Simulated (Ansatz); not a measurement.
Consider the atomization: `CC(O)Br` → Br• + 2 C• + 5 H• + O•.

Gas-phase electronic energies from Ansatz, PBE0-D4/def2-TZVP geometries. CBS: MP2 limit from def2 TZ/QZ plus the TZ coupled-cluster correction, frozen cores. This one scheme is used for every species, atoms too. For atomizations the MP2-based limit and the directly extrapolated one differ by several kJ/mol either way, and by 10 to 25 for some Ge, Se and Sn compounds, so smaller differences from it don't rank the levels. DFT in def2-TZVPP. No spin–orbit coupling; open shells (•) take unrestricted orbitals. Spin–orbit coupling would lower the free atoms: a little for C, O; clearly for Br. For Br outer-core shells are correlated without core-valence functions, so the limit isn't a true one: a few kJ/mol of doubt a bond, and 10 to 20 or more in all where bonds break to atoms. Scalar relativity is left out up to krypton. Each species was taken in one conformer, which may not be the lowest.

```json
{"species": "`CC(O)Br`", "r2SCANh-D4 energy (Eh)": "-2728.56215"}
{"species": "Br•", "r2SCANh-D4 energy (Eh)": "-2574.09308"}
{"species": "C•", "r2SCANh-D4 energy (Eh)": "-37.83336"}
{"species": "H•", "r2SCANh-D4 energy (Eh)": "-0.49990"}
{"species": "O•", "r2SCANh-D4 energy (Eh)": "-75.05767"}
```

Problem. Work out ΔE.

Solution. ΔE = 5 × (-0.49990) + 2 × (-37.83336) + (-2574.09308) + (-75.05767) − (-2728.56215) = 1.24518 Eh = +33.88 eV. CCSD(T)/CBS gives +34.06 eV.

Largest T1 diagnostic among the species: 0.009.

In def2-TZVPP, CCSD(T) changes the Hartree–Fock value by +8.86 eV (the triples alone add +0.54 eV) and MP2 by +9.49 eV; breaking electron pairs costs correlation energy, which Hartree–Fock lacks. Leaving LDA and LC-ωPBE aside and taking each functional with its dispersion term where it has one, the values, not all of them listed here, spread over 2.08 eV, from BHLYP-D4 to PBE-D4. LDA lies +4.70 eV from PBE without D4, its usual overbinding. From r2SCAN to r2SCAN0 (25 % exact exchange), in def2-TZVPP and without D4, ΔE moves by −0.59 eV: exact exchange takes away binding that semilocal exchange gives to molecules.
